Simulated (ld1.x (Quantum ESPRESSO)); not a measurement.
## Reading a pseudo-wave (Pt)

Columns: radius, all-electron u(r) and pseudo u(r) of the 5d shell (level -6.17 eV) of platinum in the configuration [Kr] 4d10 4f14 5s2 5p6 5d9 6s1 6p0; PBEsol, scalar-relativistic, TM semilocal scheme, ld1.x (Quantum ESPRESSO) 7.5.

| r (bohr) | all-electron | pseudo |
| --- | --- | --- |
| 0.128 | 0.2426 | 0.0046 |
| 0.255 | -0.2316 | 0.0345 |
| 0.382 | -0.3849 | 0.1064 |
| 0.510 | -0.1608 | 0.2235 |
| 0.638 | 0.1644 | 0.3723 |
| 0.765 | 0.4447 | 0.5272 |
| 0.893 | 0.6444 | 0.6646 |
| 1.020 | 0.7639 | 0.7638 |
| 1.148 | 0.8219 | 0.8194 |
| 1.275 | 0.8358 | 0.8348 |
| 1.402 | 0.8209 | 0.8207 |
| 1.530 | 0.7879 | 0.7879 |
| 1.658 | 0.7448 | 0.7448 |
| 1.785 | 0.6971 | 0.6971 |
| 1.912 | 0.6477 | 0.6477 |
| 2.040 | 0.5985 | 0.5985 |
| 2.168 | 0.5509 | 0.5509 |
| 2.295 | 0.5062 | 0.5062 |
| 2.422 | 0.4642 | 0.4642 |
| 2.550 | 0.4248 | 0.4248 |
| 2.678 | 0.3883 | 0.3883 |
| 2.805 | 0.3550 | 0.3550 |
| 2.932 | 0.3243 | 0.3243 |
| 3.060 | 0.2959 | 0.2959 |
| 3.188 | 0.2699 | 0.2699 |
| 3.315 | 0.2463 | 0.2463 |

(1) How many radial nodes do the two functions have?

(2) At about which radius was the pseudo-wave matched?

(3) Is the pseudo-wave norm-conserving?

Answers

(1) The all-electron 5d function has n − l − 1 = 2; the pseudo-wave has 0, since the states of the same l below it are removed with the core.

(2) 1.60 bohr. The columns agree to 0.0005 from 1.40 bohr on; several derivatives are matched, so the curves merge somewhat inside the radius.

(3) Yes: the TM semilocal scheme keeps the norm inside the radius equal to the all-electron one, which fixes the energy derivative of the logarithmic derivative at the level.
